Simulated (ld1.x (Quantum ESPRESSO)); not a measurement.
# Transferability test, TM potential for Mg (Z = 12)

ld1.x (Quantum ESPRESSO) 7.5 input, shortened:

```
&input
   title='Mg', zed=12., rel=1, dft='PBESOL', iswitch=3,
   config='[Ne] 3s0.5 3p0 3d-2'
 /
 &inputp
   pseudotype=2, tm=.true., lloc=2,
   nlcc=.true., rcore=1.70
 /
3
3S  1  0   0.50   0.00  2.35  2.35  0.0
3P  2  1   0.00   0.00  2.25  2.25  0.0
3D  3  2  -2.00  -0.20  2.20  2.20  0.0
 &test
   configts(1)='3s0.5 3p0'
 /
```

Energies are relative to the spin-unpolarised reference configuration 3s0.5 3p0; without spin polarisation the order of configurations can differ from experiment.

| valence configuration | charge | ΔE all-electron (eV) | error AE − PS (meV) |
| --- | --- | --- | --- |
| 3s2 3p0 | 0 | -14.452 | +35 |
| 3s1 3p0 | +1 | -6.532 | +7.3 |
| 3s1.5 3p0 | +0.5 | -11.323 | +21 |
| 3s1 3p1 | 0 | -10.978 | +19 |
| 3s0 3p1 | +1 | -2.222 | +0.3 |

**Question.** What are ΔE and the potential's error for 3s0 3p2?

**Answer.** ΔE = -7.326 eV all-electron; the error (AE − PS) is +6.4 meV.

Levels in the configuration 3s0 3p2:

```csv
level,all-electron (eV),pseudo (eV)
3p,-2.637,-2.642
```
